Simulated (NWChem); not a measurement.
System: C3H6OSi; SMILES [SiH3][C@H]1OC=C1

NWChem input:

```
start job
memory heap 200 mb stack 900 mb global 1100 mb
geometry units angstroms noautosym nocenter noautoz
  Si    -0.008272    -1.607181     0.150879
  C      0.071166     0.116408    -0.644424
  C      1.038607     1.100485    -0.044879
  C     -0.044553     1.748433     0.416696
  O     -1.016223     0.935594    -0.103606
  H      1.201558    -2.387634    -0.253016
  H     -0.036348    -1.442989     1.632100
  H     -1.227188    -2.334542    -0.313114
  H      0.012651     0.090928    -1.746171
  H      2.118398     1.205850     0.003762
  H     -0.304245     2.617492     1.025466
end
basis spherical
  * library def2-svp
end
dft
  xc pbe0
  iterations 150
end
cosmo
  do_cosmo_smd true
  solvent toluene
end
task dft energy
```

All runs use the structure optimised with PBE0/def2-SVP. Solvent: toluene.

Level: PBE0/def2-SVP with SMD (1 M gas to 1 M solution), gas-phase geometry. Reactions with the solvent are ignored.

Q: Predict the main results of this run. (PBE0/def2-SVP, SMD on the gas-phase geometry.) Quantities: solvation free energy (kcal/mol); cavity-dispersion-structure term (kcal/mol); dipole in solution (D).

A: 
```json
{
  "solvation free energy (kcal/mol)": "-3.2",
  "cavity-dispersion-structure term (kcal/mol)": "-1.4",
  "dipole in solution (D)": "1.31"
}
```
